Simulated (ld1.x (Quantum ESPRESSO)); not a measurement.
# lead (Pb): variants of one TM potential

Base potential:

```json
{"Element": "lead (Pb)", "Generator": "ld1.x (Quantum ESPRESSO) 7.5", "Type": "norm-conserving Troullier–Martins (Kleinman–Bylander form)", "Functional": "PBE", "Relativity": "scalar-relativistic", "Frozen core": "[Kr] 4d10 4f14 5s2", "Valence charge": "20", "Reference configuration": "5p6 5d10 6s2 6p1.75 (charge +0.25)", "Partial waves": "6s (bound): rc 1.90 bohr; 5d (bound): rc 1.70 bohr; 5p (bound): rc 1.30 bohr", "Local potential": "the p channel", "Core correction": "none"}
```

Occupied shells without a wave of their own: 6p. They enter only through the test configuration that unscreens the potential.

All-electron outer shells of the reference configuration (PBE, scalar-relativistic, ld1.x):

```tsv
shell	level (eV)	outermost node (bohr)	outermost maximum (bohr)
5s	-145.93	0.45	0.79
4f	-134.66	–	0.35
5p	-87.60	0.49	0.88
5d	-22.94	0.52	1.07
6s	-13.71	1.01	1.95
6p	-4.97	1.18	2.63
```

Cutoffs, loose and tight: the cutoffs (Ry, on a coarse ladder) from which the occupation-weighted sum of valence levels, in a spherical-Bessel basis at the reference potential, stays within 10 and 1 mRy of its value at 400 Ry. They do not see the model core or the augmentation charge, which bear on the density cutoff. Test errors are all-electron minus pseudo excitation energies from the reference, over the configurations 5p6 5d10 6s2 6p2; 5p6 5d10 6s2 6p1; 5p6 5d10 6s2 6p0; 5p6 5d9 6s2 6p2; 5p6 5d9 6s2 6p3; 5p6 5d10 6s2 6p1.5; 5p6 5d10 6s1 6p3. A dash means not determined; rows that change the core or the reference have their own tests. The largest error is taken over the tests solved by every variant that gives reliable tests at all: 5p6 5d10 6s1 6p3; 5p6 5d10 6s2 6p0; 5p6 5d10 6s2 6p1; 5p6 5d10 6s2 6p1.5; 5p6 5d10 6s2 6p2.

A true bound ghost makes a file unfit for plane-wave use even where its test errors are small: the radial tests pick states by their node count and pass the ghost by.

| change | outcome | cutoff, loose | cutoff, tight | bound ghosts | largest test error (meV) |
| --- | --- | --- | --- | --- | --- |
| base | generated, misses its reference levels by 0.21 eV | 110 Ry | 140 Ry | s | -633 |
| wave 5d (bound): rc 1.70 bohr becomes 5d (bound): rc 1.38 bohr | generated, misses its reference levels by 0.21 eV | 110 Ry | 140 Ry | s | -633 |
| wave 5d (bound): rc 1.70 bohr becomes 5d (bound): rc 1.48 bohr | generated, misses its reference levels by 0.21 eV | 110 Ry | 140 Ry | s | -633 |
| wave 5d (bound): rc 1.70 bohr becomes 5d (bound): rc 1.98 bohr | generated, misses its reference levels by 0.21 eV | 110 Ry | 140 Ry | s | -633 |
| wave 5d (bound): rc 1.70 bohr becomes 5d (bound): rc 2.12 bohr | generated, misses its reference levels by 0.21 eV | 110 Ry | 140 Ry | s | -633 |
| wave 5d (bound): rc 1.70 bohr becomes 5d (bound): rc 2.38 bohr | generated, misses its reference levels by 0.21 eV | 110 Ry | 140 Ry | s | -634 |
| wave 5d (bound): rc 1.70 bohr becomes 5d (bound): rc 2.48 bohr | generated, misses its reference levels by 0.21 eV | 110 Ry | 140 Ry | s | -635 |

What comes out with this change to the base: wave 5d (bound): rc 1.70 bohr becomes 5d (bound): rc 1.12 bohr?

outcome: generated, misses its reference levels by 0.21 eV; cutoff, loose: 110 Ry; cutoff, tight: 160 Ry; bound ghosts: s; largest test error (meV): -633.

Reading the sweep of the d radius (base included, trends over the rows without a ghost): Bound ghosts are found at 1.12, 1.38, 1.48, 1.7, 1.98, 2.12, 2.38, 2.48 bohr. Every judged row has one, so this setting neither creates nor removes them.
